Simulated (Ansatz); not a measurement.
Sn3F6⁺, that is cyclo-(SnF2)3 with one electron fewer. Total charge 1; doublet. Geometry PBE-D4/def2-SVP; atoms count from 1.

```
atom   x (Å)   y (Å)   z (Å)
 Sn1  -1.452  -1.113   0.143
  F2   0.038  -1.573  -1.244
  F3  -1.458   0.367  -1.328
 Sn4   0.791   0.530  -1.853
  F5   1.920  -0.074  -0.074
  F6   0.421   1.869  -0.158
 Sn7   0.937   0.795   1.683
  F8  -1.347   0.570   1.373
  F9   0.149  -1.370   1.457
```

In the def2 sets Sn takes a core potential; there is no spin–orbit coupling.

(1) Estimate the Mulliken populations from the PBE0/def2-SVP orbitals of Ansatz.

(2) Where does the spin sit?

(3) And the Mayer bond orders between bonded heavy atoms (over 0.3)?

Answers

(1) 
```json
{"atom": "Sn1", "charge (e)": "1.32", "spin (α − β)": "0.61"}
{"atom": "F2", "charge (e)": "-0.41", "spin (α − β)": "0.08"}
{"atom": "F3", "charge (e)": "-0.41", "spin (α − β)": "0.08"}
{"atom": "Sn4", "charge (e)": "1.12", "spin (α − β)": "0.02"}
{"atom": "F5", "charge (e)": "-0.46", "spin (α − β)": "0.00"}
{"atom": "F6", "charge (e)": "-0.46", "spin (α − β)": "0.00"}
{"atom": "Sn7", "charge (e)": "1.12", "spin (α − β)": "0.02"}
{"atom": "F8", "charge (e)": "-0.41", "spin (α − β)": "0.08"}
{"atom": "F9", "charge (e)": "-0.41", "spin (α − β)": "0.08"}
```
Mulliken values and Mayer orders depend strongly on the basis.

(2) Summed by element: Sn 0.66, F 0.34, of 1 unpaired in all. Largest on single atoms: Sn1 0.61, F8 0.08, F3 0.08.

(3) Sn1–F2 0.59 (2.09 Å); Sn1–F3 0.59 (2.09 Å); Sn1–F8 0.59 (2.09 Å); Sn1–F9 0.59 (2.09 Å); F2–Sn4 0.32 (2.32 Å); F3–Sn4 0.32 (2.32 Å); Sn4–F5 0.44 (2.19 Å); Sn4–F6 0.44 (2.19 Å); F5–Sn7 0.44 (2.19 Å); F6–Sn7 0.44 (2.19 Å); Sn7–F8 0.32 (2.32 Å); Sn7–F9 0.32 (2.32 Å).
